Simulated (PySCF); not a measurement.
C4H8O2, singlet, at a GFN2-xTB geometry; PySCF with DF-CAMB3LYP/pcseg-0.

Here is a job for PySCF.
```python
from pyscf import gto, scf, dft

mol = gto.Mole()
mol.atom = '''
    C     1.69084221   -0.50711618    0.09065010
    C     0.28319175   -0.08587045   -0.29474158
    O     0.21057127   -0.06829662   -1.69177981
    C    -0.25788648    1.16192505    0.43768228
    O    -1.22104865    0.36984399    1.13608998
    C    -0.85428219   -0.82552300    0.44368316
    H     1.89589805   -1.49182039   -0.32126283
    H     1.79635467   -0.53551691    1.17085581
    H     2.40349122    0.19969923   -0.32637019
    H    -0.67495383    0.19660182   -1.96698564
    H     0.43618030    1.66229828    1.11590512
    H    -0.73405958    1.90326257   -0.21270746
    H    -0.54925509   -1.62159801    1.12582049
    H    -1.66102848   -1.18579811   -0.20338037
'''
mol.basis = 'pcseg-0'
mol.verbose = 4
mol.max_memory = 1800
mol.build()

mf = dft.RKS(mol)
mf.xc = 'camb3lyp'
mf = mf.density_fit(auxbasis='def2-universal-jkfit')
mf.kernel()
```

Task: Write the output that PySCF gives for this input, abridged.

Result: 
```
PySCF version 2.14.0

[INPUT] verbose = 4
[INPUT] num. atoms = 14
[INPUT] num. electrons = 48
[INPUT] charge = 0
[INPUT] spin (= nelec alpha-beta = 2S) = 0
[INPUT] symmetry False subgroup None
[INPUT] Mole.unit = angstrom
[INPUT] Symbol           X                Y                Z      unit          X                Y                Z       unit  Magmom
[INPUT]  1 C      1.690842210000  -0.507116180000   0.090650100000 AA    3.195228696754  -0.958310693536   0.171303862164 Bohr   0.0
[INPUT]  2 C      0.283191750000  -0.085870450000  -0.294741580000 AA    0.535154848236  -0.162271632693  -0.556980863722 Bohr   0.0
[INPUT]  3 O      0.210571270000  -0.068296620000  -1.691779810000 AA    0.397922030002  -0.129061907033  -3.197000503969 Bohr   0.0
[INPUT]  4 C     -0.257886480000   1.161925050000   0.437682280000 AA   -0.487334818428   2.195720121772   0.827099638775 Bohr   0.0
[INPUT]  5 O     -1.221048650000   0.369843990000   1.136089980000 AA   -2.307447533270   0.698903849916   2.146898915063 Bohr   0.0
[INPUT]  6 C     -0.854282190000  -0.825523000000   0.443683160000 AA   -1.614359372194  -1.560012379529   0.838439658482 Bohr   0.0
[INPUT]  7 H      1.895898050000  -1.491820390000  -0.321262830000 AA    3.582728074597  -2.819131964142  -0.607098762703 Bohr   0.0
[INPUT]  8 H      1.796354670000  -0.535516910000   1.170855810000 AA    3.394618348883  -1.011980294973   2.212596812256 Bohr   0.0
[INPUT]  9 H      2.403491220000   0.199699230000  -0.326370190000 AA    4.541940148597   0.377376851987  -0.616750274322 Bohr   0.0
[INPUT] 10 H     -0.674953830000   0.196601820000  -1.966985640000 AA   -1.275477885426   0.371523595391  -3.717064150552 Bohr   0.0
[INPUT] 11 H      0.436180300000   1.662298280000   1.115905120000 AA    0.824261307931   3.141288486536   2.108755057800 Bohr   0.0
[INPUT] 12 H     -0.734059580000   1.903262570000  -0.212707460000 AA   -1.387171565313   3.596645000436  -0.401958844052 Bohr   0.0
[INPUT] 13 H     -0.549255090000  -1.621598010000   1.125820490000 AA   -1.037941692623  -3.064376123040   2.127492391524 Bohr   0.0
[INPUT] 14 H     -1.661028480000  -1.185798110000  -0.203380370000 AA   -3.138888912303  -2.240833666927  -0.384333198413 Bohr   0.0

nuclear repulsion = 259.500135136988
number of shells = 20
number of NR pGTOs = 114
number of NR cGTOs = 70
basis = pcseg-0
ecp = {}

******** <class 'pyscf.df.df_jk.DFRKS'> ********
method = DFRKS
initial guess = minao
damping factor = 0
level_shift factor = 0
DIIS = <class 'pyscf.scf.diis.CDIIS'>
diis_start_cycle = 1
diis_space = 8
diis_damp = 0
SCF conv_tol = 1e-09
SCF conv_tol_grad = None
SCF max_cycles = 50
direct_scf = False
XC library pyscf.dft.libxc version 7.1.2
    S. Lehtola, C. Steigemann, M. J. T. Oliveira, and M. A. L. Marques,  SoftwareX 7, 1–5 (2018)
XC functionals = camb3lyp
    T. Yanai, D. P. Tew, and N. C. Handy,  Chem. Phys. Lett. 393, 51 (2004)
radial grids:
    Treutler-Ahlrichs [JCP 102, 346 (1995); DOI:10.1063/1.469408] (M4) radial grids

becke partition: Becke, JCP 88, 2547 (1988); DOI:10.1063/1.454033
pruning grids: <function nwchem_prune>
grids dens level: 3
symmetrized grids: False
atomic radii adjust function: <function treutler_atomic_radii_adjust>
small_rho_cutoff = 0
Set gradient conv threshold to 3.16228e-05
Initial guess from minao.
tot grids = 163104
******** <class 'pyscf.df.df.DF'> ********
auxbasis = def2-universal-jkfit
Create RSH-DF object <pyscf.df.df.DF object> for omega=0.33
******** <class 'pyscf.df.df.DF'> ********
auxbasis = auxmol.basis = def2-universal-jkfit
init E= -307.566817948032
  HOMO = -0.311982833245262  LUMO = 0.0376796831434705  gap/eV = 9.51480
cycle= 1 E= -306.523105319273  delta_E= 1.04  |g|= 0.758  |ddm|= 3.59
  HOMO = -0.22755705816639  LUMO = 0.0895436557860503  gap/eV = 8.62875
cycle= 2 E= -306.484651907805  delta_E= 0.0385  |g|= 0.942  |ddm|= 1.66
  HOMO = -0.315728580369496  LUMO = 0.0895376777729133  gap/eV = 11.02786
cycle= 3 E= -306.637877004439  delta_E= -0.153  |g|= 0.0316  |ddm|= 0.851
  HOMO = -0.314158638243667  LUMO = 0.0919798129097633  gap/eV = 11.05159
cycle= 4 E= -306.638038050412  delta_E= -0.000161  |g|= 0.0247  |ddm|= 0.061
  HOMO = -0.31617791423413  LUMO = 0.0928042887962461  gap/eV = 11.12897
cycle= 5 E= -306.638159033553  delta_E= -0.000121  |g|= 0.0041  |ddm|= 0.0231
  HOMO = -0.315489402210626  LUMO = 0.0925891793720188  gap/eV = 11.10438
cycle= 6 E= -306.638161791984  delta_E= -2.76e-06  |g|= 0.00185  |ddm|= 0.00691
  HOMO = -0.315768148194683  LUMO = 0.0925443870051961  gap/eV = 11.11075
cycle= 7 E= -306.638162519268  delta_E= -7.27e-07  |g|= 0.000175  |ddm|= 0.00217
  HOMO = -0.315767460784725  LUMO = 0.0925488831356978  gap/eV = 11.11085
cycle= 8 E= -306.638162529903  delta_E= -1.06e-08  |g|= 6.83e-05  |ddm|= 0.000539
  HOMO = -0.315757734502834  LUMO = 0.0925533371806488  gap/eV = 11.11071
cycle= 9 E= -306.638162531173  delta_E= -1.27e-09  |g|= 1.46e-05  |ddm|= 0.00015
  HOMO = -0.315759823843936  LUMO = 0.0925519529515886  gap/eV = 11.11073
cycle= 10 E= -306.638162531252  delta_E= -7.92e-11  |g|= 2.11e-06  |ddm|= 4.63e-05
  HOMO = -0.315759691804443  LUMO = 0.0925520742688084  gap/eV = 11.11073
Extra cycle  E= -306.638162531255  delta_E= -3.07e-12  |g|= 1.48e-06  |ddm|= 7.33e-06
converged SCF energy = -306.638162531255
```
